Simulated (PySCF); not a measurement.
Electron correlation in B⁻ (boron, charge -1)

[He] 2s2 2p2, high-spin 3P determinant. Calculation: PySCF 2.14, in aug-cc-pCVTZ-DK with one added diffuse shell each of s, p, d, f type (8s7p5d3f, 75 functions); scalar relativity by spin-free X2C-1e. Frozen: 1s2; 4 electrons correlated.

MP2 pair energies summed by pair of shells (mhartree):

| pair | energy | share (%) |
| --- | --- | --- |
| 2s-2p | -36.63 | 57.1 |
| 2s-2s | -19.89 | 31.0 |
| 2p-2p | -7.59 | 11.8 |

Total MP2 correlation energy: -64.11 mhartree.

Same-spin part -14.03 and opposite-spin part -50.08 mhartree; SCS-MP2 scales them by 1/3 and 6/5 to -64.77 mhartree.
